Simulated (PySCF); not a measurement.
**Ionisation energy of Kr⁺ by level of theory**

Kr⁺ [Ar] 3d10 4s2 4p5 (2P) → Kr²⁺ [Ar] 3d10 4s2 4p4 (3P), as a difference of total energies. Computed with PySCF 2.14 in pcseg-2 (6s5p3d1f, 43 functions), with no relativity, point nucleus. Correlated levels: valence: [Ar] 3d10 frozen. The calculations carry no spin-orbit coupling.

```csv
method,ionisation energy (eV)
UHF,23.255
MN15,24.302
r2SCAN,24.452
MP2 (valence),24.068
SCS-MP2 (valence),24.064
CCSD (valence),24.072
CCSD(T) (valence),24.100
```

Question: How much does correlation contribute at CCSD(T) (valence)?

Answer: 24.100 − (23.255) = 0.845 eV, measured against UHF.

These non-relativistic numbers lack the scalar-relativistic shift.

The reference lies between the lowest fine-structure levels, while these numbers refer to the centres of the terms.

Errors of the correlated levels include the incompleteness of this basis and the frozen core.

For comparison: 24.360 eV (measured; NIST Atomic Spectra Database, ionization energies).
